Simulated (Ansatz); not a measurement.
Basis-set extrapolation for `O[SiH2]C[SiH2]O` (PBE0-D4/def2-TZVP geometry, frozen core, the Gaussian-basis code of Ansatz). Multiplicity 1, RHF reference.

```csv
,def2-TZVPP,def2-QZVPP
HF,-770.342792,-770.370676
MP2 correlation,-0.910167,-0.980139
CCSD(T) correlation,-0.990744,not run
```

Energies in hartree. Use E(X) = E(∞) + A·exp(−7.88·√X) for Hartree–Fock and E(X) = E(∞) + B·X^(−2.97) for correlation, with X = 3 and 4, and add CCSD(T) minus MP2 of the smaller set to the MP2 limit.

Task: What is the CCSD(T) energy at the basis-set limit?

Result: HF limit: -770.370676 + (-0.027884) × 0.13774 = -770.37452. MP2 limit: -0.980139 + (-0.069972) × 0.74074 = -1.03197. Higher-order term: -0.990744 − (-0.910167) = -0.08058. Total: -771.48707 hartree, 403.1 kJ/mol below CCSD(T)/def2-TZVPP.
